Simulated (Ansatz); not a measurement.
Molecular dynamics of H₂CO₂

The input (input.yaml):

```yaml
accuracy: low
crystal:
  lattice:
    - [7.387659, 0.0, 0.0]
    - [0.0, 7.387659, 0.0]
    - [0.0, 0.0, 7.387659]
  atoms:
    - { symbol: O, position: [0.03850632, 0.25886962, 0.649524] }
    - { symbol: C, position: [0.21557625, 0.27528551, 0.61570419] }
    - { symbol: O, position: [0.33545942, 0.17941528, 0.68795177] }
    - { symbol: H, position: [0.01054666, 0.16283959, 0.73667615] }
    - { symbol: H, position: [0.24800737, 0.38262091, 0.52124629] }
    - { symbol: O, position: [0.81259592, 0.83021085, 0.17654243] }
    - { symbol: C, position: [0.87403747, 1.00456739, 0.17202406] }
    - { symbol: O, position: [0.92240908, 1.08321322, 0.03356841] }
    - { symbol: H, position: [0.8396184, 0.7841857, 0.04776714] }
    - { symbol: H, position: [0.85396946, 1.06373037, 0.30698174] }
    - { symbol: O, position: [0.25745951, 0.47208076, 0.17422973] }
    - { symbol: C, position: [0.29458431, 0.41744255, 0.00487976] }
    - { symbol: O, position: [0.26828959, 0.51538863, -0.13252994] }
    - { symbol: H, position: [0.21232451, 0.6092369, 0.17610578] }
    - { symbol: H, position: [0.35143236, 0.28258165, 0.01061531] }
    - { symbol: O, position: [0.58369213, 0.97066676, 0.481326] }
    - { symbol: C, position: [0.52566405, 0.80166563, 0.48360041] }
    - { symbol: O, position: [0.37360031, 0.74012817, 0.4732824] }
    - { symbol: H, position: [0.49084598, 1.06800966, 0.52673125] }
    - { symbol: H, position: [0.64099213, 0.71224456, 0.47075186] }
    - { symbol: O, position: [0.70798525, 0.37589801, 0.84003488] }
    - { symbol: C, position: [0.83483553, 0.50129192, 0.87472442] }
    - { symbol: O, position: [0.81878499, 0.65919071, 0.83988105] }
    - { symbol: H, position: [0.60704474, 0.41847529, 0.76286878] }
    - { symbol: H, position: [0.95539128, 0.43701043, 0.92195388] }
    - { symbol: O, position: [0.79093602, 0.40466025, 0.26282359] }
    - { symbol: C, position: [0.64650213, 0.35965446, 0.35526599] }
    - { symbol: O, position: [0.6005294, 0.40896052, 0.50052388] }
    - { symbol: H, position: [0.85974116, 0.48503103, 0.33682319] }
    - { symbol: H, position: [0.55378615, 0.27373782, 0.27400064] }
    - { symbol: O, position: [0.47006654, 0.85128137, 0.8853751] }
    - { symbol: C, position: [0.53753866, 1.01110472, 0.93891027] }
    - { symbol: O, position: [0.51115798, 1.07712711, 1.09406705] }
    - { symbol: H, position: [0.37440605, 0.8107918, 0.9877559] }
    - { symbol: H, position: [0.65063906, 1.06909873, 0.85837146] }
    - { symbol: O, position: [0.17314726, 0.98817822, 0.36907087] }
    - { symbol: C, position: [0.20147734, 0.9568872, 0.19122182] }
    - { symbol: O, position: [0.20919377, 0.80592987, 0.1257814] }
    - { symbol: H, position: [0.22333254, 0.86734324, 0.43130722] }
    - { symbol: H, position: [0.22948166, 1.08647731, 0.12333743] }
basis:
  ecutwfc: 420.0
kpoints:
  mp_grid: { grid: [1, 1, 1] }
hamiltonian:
  xc: pbe
  dispersion: d3bj
scf:
  occupations: { method: fermi_dirac, width: 0.02 }
  lower_state_search: "off"
  convergence: { dr2_threshold: 0.1 }
  max_iter: 66
md:
  timestep: 0.5
  n_steps: 200
  ensemble: nvt_langevin
  temperature: 400.0
  initial_velocities: maxwell_boltzmann
  seed: 558015
  friction: 0.05
  masses: [{ species: H, mass: 2.014 }]
```

Launched with:

```bash
$ ansatz run input.yaml --threads 1 --pin off --max-ram 3072MiB --backend cpu --events-out ev --progress --plain --runs-dir out
```

It goes on from the last frame of an earlier run, with new velocities.

Output, in part (warnings, step lines):

```
WARN: F and its Harris–Foulkes estimate disagree by 1.65e-2 eV at the final density (on a DFT+U run the figure also counts the on-site term, by absolute value) — the energy may not be reliable. Consider tightening scf.convergence.
WARN: F and its Harris–Foulkes estimate disagree by 3.09e-2 eV at the final density (on a DFT+U run the figure also counts the on-site term, by absolute value) — the energy may not be reliable. Consider tightening scf.convergence.
WARN: F and its Harris–Foulkes estimate disagree by 2.27e-2 eV at the final density (on a DFT+U run the figure also counts the on-site term, by absolute value) — the energy may not be reliable. Consider tightening scf.convergence.
WARN: F and its Harris–Foulkes estimate disagree by 4.09e-2 eV at the final density (on a DFT+U run the figure also counts the on-site term, by absolute value) — the energy may not be reliable. Consider tightening scf.convergence.
WARN: F and its Harris–Foulkes estimate disagree by 2.02e-2 eV at the final density (on a DFT+U run the figure also counts the on-site term, by absolute value) — the energy may not be reliable. Consider tightening scf.convergence.
WARN: F and its Harris–Foulkes estimate disagree by 5.71e-2 eV at the final density (on a DFT+U run the figure also counts the on-site term, by absolute value) — the energy may not be reliable. Consider tightening scf.convergence.
md step     0: t =     0.00 fs  T =   390.0 K  F+E_penalty+E_count = -11334.89055325 eV  E_kin = 2.016456 eV  (6 SCF iters)
md step     1: t =     0.50 fs  T =   392.3 K  F+E_penalty+E_count = -11334.90662848 eV  E_kin = 2.028123 eV  (2 SCF iters)
md step     2: t =     1.00 fs  T =   405.5 K  F+E_penalty+E_count = -11334.90883719 eV  E_kin = 2.096810 eV  (2 SCF iters)
md step     3: t =     1.50 fs  T =   374.9 K  F+E_penalty+E_count = -11334.89609093 eV  E_kin = 1.938328 eV  (2 SCF iters)
md step     4: t =     2.00 fs  T =   386.4 K  F+E_penalty+E_count = -11334.87046324 eV  E_kin = 1.997756 eV  (2 SCF iters)
md step     5: t =     2.50 fs  T =   387.1 K  F+E_penalty+E_count = -11334.85149279 eV  E_kin = 2.001709 eV  (2 SCF iters)
md step     6: t =     3.00 fs  T =   367.4 K  F+E_penalty+E_count = -11334.83780185 eV  E_kin = 1.899591 eV  (2 SCF iters)
md step     7: t =     3.50 fs  T =   341.6 K  F+E_penalty+E_count = -11334.82971021 eV  E_kin = 1.766049 eV  (2 SCF iters)
[... lines left out ...]
```

The steps, from the saved trajectory:

```tsv
time (fs)	T (K)	potential energy less start (eV)
0.0	390	0.000
3.0	367	0.053
6.0	348	-0.068
9.0	340	0.068
12.0	457	-0.184
15.0	415	-0.013
18.0	351	0.215
21.0	412	-0.019
24.0	370	0.351
27.0	432	0.004
30.0	339	0.155
33.0	332	-0.027
36.0	287	0.188
39.0	299	0.215
42.0	321	0.333
45.0	341	0.424
48.0	328	0.372
51.0	379	0.195
54.0	365	0.456
57.0	406	0.115
60.0	499	-0.077
63.0	433	0.419
66.0	350	0.640
69.0	371	0.519
72.0	386	0.380
75.0	413	0.151
78.0	384	0.192
81.0	448	0.052
84.0	371	0.253
87.0	368	0.362
90.0	440	0.292
93.0	390	0.288
96.0	448	0.146
99.0	385	0.211
```

All steps were run. A run of 0.1 ps of so small a system gives no equilibrium averages. The SCF threshold is loose, so the forces are noisy. Limits of this set-up: coarse k mesh, low accuracy level.

Mean squared displacements from the first frame to the last, about the centre of mass: O 0.06 Å², C 0.03 Å², H 0.10 Å².

Last frame:

```xyz
40
Lattice="7.3877 0.0000 0.0000 0.0000 7.3877 0.0000 0.0000 0.0000 7.3877" Properties=species:S:1:pos:R:3
O 0.369 1.814 4.758
C 1.612 1.952 4.430
O 2.489 1.243 4.981
H 0.128 1.104 5.362
H 1.794 2.702 3.721
O 6.120 6.115 1.243
C 6.303 7.418 1.064
O 6.673 7.872 -0.026
H 6.285 5.648 0.397
H 6.377 7.930 2.021
O 1.796 3.366 1.440
C 2.030 3.153 0.042
O 1.772 3.941 -0.848
H 1.523 4.282 1.470
H 2.780 2.312 -0.065
O 4.275 7.163 3.858
C 3.764 5.933 3.762
O 2.573 5.654 3.741
H 3.551 7.879 4.042
H 4.546 5.206 3.651
O 5.429 2.849 6.013
C 6.154 3.864 6.475
O 5.931 5.061 6.305
H 4.725 3.005 5.268
H 6.948 3.515 7.112
O 5.888 2.775 1.964
C 4.620 2.668 2.364
O 4.183 3.073 3.415
H 6.284 3.353 2.695
H 3.918 2.256 1.661
O 3.225 6.216 6.432
C 3.784 7.355 6.858
O 3.627 7.883 7.942
H 2.450 5.971 7.040
H 4.513 7.775 6.194
O 1.317 7.400 2.635
C 1.508 7.170 1.367
O 1.627 6.033 0.841
H 1.645 6.618 3.254
H 1.428 7.928 0.603
```

Time of the run: 4.2 min on 1 thread of Arm Neoverse V2, with other jobs on the host, peak memory 0.42 GiB.
